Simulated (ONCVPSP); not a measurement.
What one change does to a pseudopotential (Ir, ONCV)

| Item | Value |
| --- | --- |
| Element | iridium (Ir) |
| Generator | ONCVPSP 4.0.1 |
| Type | optimised norm-conserving Vanderbilt (ONCV) |
| Functional | PBE |
| Relativity | fully relativistic |
| Frozen core | [Xe] 4f14 |
| Valence charge | 9 |
| Reference configuration | 5d7 6s0.5 (charge +1.5) |
| Partial waves | 6s: rc 2.45 bohr, ncon 4, nbas 8, qcut 2.4 1/bohr, 3 projectors, debl 2.8 Ha; p scattering state at 0.14 Ha: rc 2.20 bohr, ncon 4, nbas 8, qcut 4 1/bohr, 2 projectors, debl 4 Ha; 5d: rc 2.25 bohr, ncon 4, nbas 8, qcut 6.9 1/bohr, 3 projectors, debl 2.2 Ha |
| Local potential | polynomial inside 1.50 bohr (lpopt 3, dvloc0 -1 Ha) |
| Core correction | Teter function, fcfact 5.5, rcfact 1.55 |

Open shells are filled in proportion to 2j + 1.

In the p channel the program set the typed energies aside and used 0.050, 4.050 Ha (j = l + 1/2; the other j can differ).

Change: s: rc 3.08.

Cutoffs: the cutoffs (Ha) at which the residual kinetic energy of the hardest occupied pseudo-wave falls to 1 and 0.1 mHa per electron; they do not see the model core or the augmentation charge, which bear on the density cutoff. Errors are all-electron minus pseudo energies relative to the spin-unpolarised reference configuration.

Question: What does the change do?

Answer: The potential gets softer (16 Ha and 27 Ha → 16 Ha and 19 Ha); of the 4 tests that both files solve, the error grows in 2 and shrinks in 0 by more than 15 % and 0.3 meV (median size 68.3 → 78.6 meV); neither file shows a bound ghost. A larger radius leaves more room for a smooth pseudo-wave, so fewer plane waves are needed.

```tsv
quantity	base	changed
cutoff, loose	16 Ha	16 Ha
cutoff, tight	27 Ha	19 Ha
loose cutoff by channel	s 14 Ha, d 16 Ha	s 3.9 Ha, d 16 Ha
bound ghosts	none	none
GHOST(+) flags under 300 eV	p3/2 at 73.2 eV, p1/2 at 78.2 eV, s at 80.0 eV	s at 57.1 eV, p3/2 at 73.2 eV, p1/2 at 78.2 eV, s at 240.6 eV
error for 5d7 6s2, meV [ΔE -17.64 eV]	-138	-152
error for 5d7 6s1, meV [ΔE -7.75 eV]	-21	-25
error for 5d7 6s0, meV [ΔE 9.73 eV]	-27	-33
error for 5d8 6s1, meV [ΔE -17.98 eV]	-109	-124
p3/2: phases at 2.23 bohr within 0.05 rad from the reference energy up to (Ha; the scan ends near 5)	2.2	2.2
p1/2: phases at 2.23 bohr within 0.05 rad from the reference energy up to (Ha; the scan ends near 5)	2.5	2.5
d5/2: phases at 2.29 bohr within 0.05 rad from the reference energy up to (Ha; the scan ends near 5)	to the end of the scan	to the end of the scan
d3/2: phases at 2.29 bohr within 0.05 rad from the reference energy up to (Ha; the scan ends near 5)	to the end of the scan	to the end of the scan
rms error of d²Exc/dni dnj with the model core, mHa	0.80	1.25
```
